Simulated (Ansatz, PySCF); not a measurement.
Molecule: C$_{2}$H$_{3}$O (charge 0, doublet). It need not be the lowest isomer of its formula. 
Coordinates optimised at B3LYP-D3(BJ)/def2-TZVP (Ansatz, a program for electronic structure):
```
C
C 1 1.3082
O 1 1.3646 2 127.23
H 3 0.9666 1 108.70 2 0.00
H 2 1.0734 1 139.36 3 180.00
H 1 1.0889 2 122.02 5 0.00
```
Charge 0, spin multiplicity 2.

Total electronic energies in hartree. Valence correlation only, unless marked. UHF or UKS for open shells. Spin-orbit coupling is left out. Non-relativistic unless marked X2C. Basis-set limits of correlation are two-point, X^-3; Hartree-Fock from the larger set. The bracket is a focal-point correction in the basis named.

The UHF reference is spin-contaminated (<S^2> 0.16 over the pure value in the largest basis). 

```tsv
level	program	energy (Eh)
HF/6-31G*	Ansatz	-152.24152
HF-D4/def2-TZVPD	PySCF + dftd4	-152.32278
PBE-D4/def2-TZVPD	Ansatz + dftd4	-153.00927
TPSS/def2-TZVPD	PySCF	-153.21223
TPSS-D3(BJ)/def2-TZVPD	PySCF + dftd3	-153.21546
PBE0-D3(BJ)/def2-TZVPD	Ansatz + dftd3	-153.01390
PBE0-D4/def2-TZVP	Ansatz + dftd4	-153.01199
PBE0/def2-TZVP	Ansatz	-153.01010
TPSSh-D3(BJ)/def2-TZVPD	PySCF + dftd3	-153.19699
TPSSh/def2-TZVPD	PySCF	-153.19409
M06-2X/def2-TZVPD	PySCF	-153.12029
HSE06/def2-TZVPD	Ansatz	(withheld)
CAM-B3LYP-D4/def2-TZVPD	Ansatz + dftd4	-153.12156
B2PLYP-D4/def2-TZVPD	Ansatz + dftd4	(withheld)
RPA@PBE/cc-pVQZ	Ansatz	-153.21412
RI-MP2/cc-pVTZ	Ansatz	-152.82828
SCS-MP2/6-31G	Ansatz	-152.44207
SCS-MP2/cc-pVTZ	Ansatz	-152.82056
CCSD(T)/STO-3G	Ansatz	-150.43796
CCSD(T)/6-31G*	Ansatz	-152.68295
CCSD(T)/cc-pVDZ	Ansatz	-152.72369
X2C-CCSD(T)/cc-pVTZ-DK	Ansatz	-152.96123
RI-MP2/CBS(cc-pVTZ,cc-pVQZ)+[CCSD(T)-MP2]/cc-pVTZ	Ansatz	-152.9571
```

Problem. Some entries are withheld; supply them.

Solution. 
- HSE06/def2-TZVPD, energy (Eh): -153.00387
- B2PLYP-D4/def2-TZVPD, energy (Eh): -153.06719
